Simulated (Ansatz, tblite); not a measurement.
Removing and adding an electron: `C=CCCCCCCCCCC=C`. Total charge 0; singlet. Geometry: r2SCAN-D4/def2-SVP. Ansatz, gas phase; energy differences of separate SCF runs; the oxidised species was run as a doublet alone; the reduced species was run as a doublet alone.

```xyz
37

C     3.5908    4.9472    2.2290
C     3.8053    3.9665    1.3438
C     2.8284    2.9079    0.9248
C     1.4422    2.9917    1.5555
C     0.4597    1.9380    1.0411
C     0.8400    0.4966    1.3844
C    -0.2337   -0.5361    1.0371
C    -0.5337   -0.6637   -0.4555
C    -1.5455   -1.7608   -0.7753
C    -1.8508   -1.8878   -2.2649
C    -2.8920   -2.9677   -2.5945
C    -2.4355   -4.3556   -2.2633
C    -3.0459   -5.1925   -1.4161
H     4.3741    5.6728    2.4662
H     2.6351    5.0655    2.7494
H     4.7917    3.9049    0.8630
H     3.2854    1.9216    1.1351
H     2.7336    2.9347   -0.1796
H     1.0251    3.9966    1.3645
H     1.5342    2.9028    2.6543
H    -0.5407    2.1478    1.4634
H     0.3542    2.0506   -0.0538
H     1.7793    0.2201    0.8703
H     1.0595    0.4382    2.4669
H    -1.1686   -0.2881    1.5759
H     0.0798   -1.5244    1.4203
H    -0.9092    0.2985   -0.8501
H     0.4095   -0.8643   -1.0002
H    -2.4872   -1.5625   -0.2275
H    -1.1763   -2.7289   -0.3892
H    -2.2097   -0.9162   -2.6503
H    -0.9145   -2.1030   -2.8150
H    -3.1212   -2.9140   -3.6756
H    -3.8350   -2.7545   -2.0601
H    -1.5128   -4.6874   -2.7630
H    -2.6477   -6.1909   -1.2129
H    -3.9679   -4.9036   -0.8980
```

The xTB rows come from tblite. HOMO above LUMO, or a gap near zero within one spin, warns that the state may not be the lowest or that an electron is smeared out.

```
           level  −HOMO (eV)  vertical IE (eV)  −LUMO (eV)  vertical EA (eV)  HOMO–LUMO gap (eV)  IE − EA (eV)                                                                   remarks
        GFN1-xTB       11.73             13.73        6.60              4.34                5.13          9.39                                                                         –
        GFN2-xTB       10.63             12.58        5.54              3.18                5.09          9.40                                                                         –
 PBE-D4/def2-SVP        6.04                 –        0.53             -1.39                5.51             –  HOMO above zero (-1 doublet), gap within one spin near zero (-1 doublet)
PBE0-D4/def2-SVP        7.21              8.66       -0.52             -1.85                7.74         10.50                                              HOMO above zero (-1 doublet)
```

Relaxing the oxidised species (r2SCAN-D4/def2-SVP) changes its energy by -0.10 eV at PBE0-D4/def2-SVP, so the adiabatic ionisation energy to this nearest minimum is 8.56 eV.  Run but left out: PBE-D4/def2-SVP (charge +1 doublet: an occupied level 0.00 eV above an empty one).   A HOMO above zero means that the electron is unbound at that level or that self-interaction error raises the level; the energy of removing that electron tells which. Raw xTB energy differences between charge states are shifted by several eV; the methods need an empirical correction for them. Sets without diffuse functions give affinities that are too small. A negative affinity means that the extra electron isn't bound; its size then hangs on the basis.
